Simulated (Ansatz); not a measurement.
`FC(F)(F)c1cc2sc(-c3cc4sc(-c5cc6sc(C(F)(F)F)cc6s5)cc4s3)cc2s1`. Total charge 0; triplet. Geometry PBE-D4/def2-SVP, that of the neutral singlet; atoms count from 1.

```xyz
38

F     1.8439    8.6160   -5.6147
C     2.5011    8.4440   -4.4405
F     3.8252    8.5055   -4.7267
F     2.1976    9.4942   -3.6443
C     2.1349    7.1544   -3.7732
C     1.4492    7.0109   -2.5787
C     1.2625    5.6391   -2.2665
S     0.5203    4.7606   -0.9599
C     0.9442    3.2126   -1.7048
C     0.5778    1.9815   -1.0493
C    -0.1094    1.8120    0.1545
C    -0.2764    0.4442    0.4731
S    -1.0159   -0.4324    1.7823
C    -0.5782   -1.9821    1.0481
C    -0.9445   -3.2130    1.7039
C    -1.6275   -3.3818    2.9089
C    -1.8036   -4.7531    3.2207
S    -2.5555   -5.6254    4.5255
C    -2.1342   -7.1541    3.7743
C    -2.5009   -8.4434    4.4418
F    -2.1949   -9.4939    3.6470
F    -1.8464   -8.6140    5.6176
F    -3.8256   -8.5058    4.7249
C    -1.4491   -7.0109    2.5795
C    -1.2626   -5.6392    2.2666
S    -0.5211   -4.7612    0.9592
C     0.1090   -1.8125   -0.1557
C     0.2760   -0.4447   -0.4743
S     1.0154    0.4319   -1.7836
C     1.6278    3.3818   -2.9094
C     1.8040    4.7532   -3.2207
S     2.5566    5.6260   -4.5247
H     1.1117    7.8632   -1.9770
H    -0.4675    2.6524    0.7634
H    -1.9773   -2.5420    3.5233
H    -1.1119   -7.8634    1.9779
H     0.4672   -2.6528   -0.7647
H     1.9781    2.5424   -3.5240
```

Single mean-field runs in def2-TZVP are fitted with def2-universal-jkfit. At PBE0-D4/def2-TZVP a singlet of charge 0 lies 1.82 eV below the triplet at the same geometry.

Question: Estimate the Mulliken populations of the heavy atoms from the PBE0/def2-TZVP orbitals of Ansatz.

Answer: 
```csv
atom,charge (e),spin (α − β)
F1,-0.16,0.00
C2,0.44,0.00
F3,-0.16,0.00
F4,-0.16,0.00
C5,-0.01,0.19
C6,-0.32,-0.09
C7,0.09,0.17
S8,0.01,0.03
C9,0.11,-0.05
C10,0.15,0.34
C11,-0.37,0.05
C12,0.12,0.15
S13,0.00,0.03
C14,0.15,0.34
C15,0.11,-0.05
C16,-0.35,0.27
C17,0.10,-0.08
S18,0.06,0.01
C19,-0.01,0.19
C20,0.44,0.00
F21,-0.16,0.00
F22,-0.16,0.00
F23,-0.16,0.00
C24,-0.32,-0.09
C25,0.09,0.17
S26,0.01,0.03
C27,-0.37,0.05
C28,0.12,0.15
S29,0.00,0.03
C30,-0.35,0.27
C31,0.10,-0.08
S32,0.06,0.01
```
Mulliken values depend strongly on the basis.

Question: Where does the spin sit?

Answer: Summed by element: F 0.02, C 1.87, S 0.14, H -0.03, of 2 unpaired in all. Largest on single atoms: C14 0.34, C10 0.34, C30 0.27.

Question: And the Mayer bond orders between heavy atoms (over 0.3)?

Answer: F1–C2 1.16 (1.36 Å); C2–F3 1.15 (1.36 Å); C2–F4 1.14 (1.35 Å); C2–C5 1.01 (1.50 Å); C5–C6 1.55 (1.38 Å); C5–S32 1.20 (1.75 Å); C6–C7 1.22 (1.42 Å); C7–S8 1.21 (1.74 Å); C7–C31 1.32 (1.41 Å); S8–C9 1.20 (1.77 Å); C9–C10 1.15 (1.44 Å); C9–C30 1.35 (1.40 Å); C10–C11 1.25 (1.40 Å); C10–S29 1.18 (1.77 Å); C11–C12 1.44 (1.41 Å); C12–S13 1.20 (1.74 Å); C12–C28 1.15 (1.41 Å); S13–C14 1.18 (1.77 Å); C14–C15 1.15 (1.44 Å); C14–C27 1.25 (1.40 Å); C15–C16 1.35 (1.40 Å); C15–S26 1.20 (1.77 Å); C16–C17 1.30 (1.42 Å); C17–S18 1.21 (1.74 Å); C17–C25 1.32 (1.41 Å); S18–C19 1.20 (1.75 Å); C19–C20 1.01 (1.50 Å); C19–C24 1.55 (1.38 Å); C20–F21 1.14 (1.35 Å); C20–F22 1.16 (1.36 Å); C20–F23 1.15 (1.36 Å); C24–C25 1.22 (1.42 Å); C25–S26 1.21 (1.74 Å); C27–C28 1.44 (1.41 Å); C28–S29 1.20 (1.74 Å); C30–C31 1.30 (1.42 Å); C31–S32 1.21 (1.74 Å).
